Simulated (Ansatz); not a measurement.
C$_{3}$H$_{7}$ClGe (`C[CH](C)[Ge][Cl]`) at its PBE0-D4/def2-TZVP geometry, where that method's forces vanish. Total charge 0; spin multiplicity 1.

```xyz
12

C     0.9272    0.9373   -0.2376
C    -0.2150   -0.0095   -0.5788
C    -1.2021   -0.1550    0.5737
Ge    0.4357   -1.8124   -1.1726
Cl    1.5148   -2.3470    0.6692
H     1.4916    0.5726    0.6241
H     0.5435    1.9328    0.0126
H     1.6305    1.0623   -1.0670
H    -0.7493    0.3750   -1.4584
H    -1.6402    0.8153    0.8329
H    -2.0327   -0.8280    0.3362
H    -0.7041   -0.5435    1.4656
```

**Question.** What forces (eV/Å) does B3LYP-D4/def2-TZVPP give on these atoms in Ansatz? (Best estimate.)

**Answer.** Ansatz gave: 
```
C1   0.168  0.160  0.061
C2  -0.109  0.094 -0.161
C3  -0.155 -0.002  0.188
Ge4 -0.071 -0.139 -0.338
Cl5  0.164 -0.105  0.257
H6  -0.028  0.038 -0.054
H7   0.032 -0.038 -0.012
H8  -0.030 -0.001  0.041
H9   0.028 -0.017  0.051
H10  0.009 -0.050 -0.002
H11  0.037  0.032  0.017
H12 -0.046  0.027 -0.047
```

B3LYP here is the variant with VWN-RPA as its local correlation; programs differ in this.
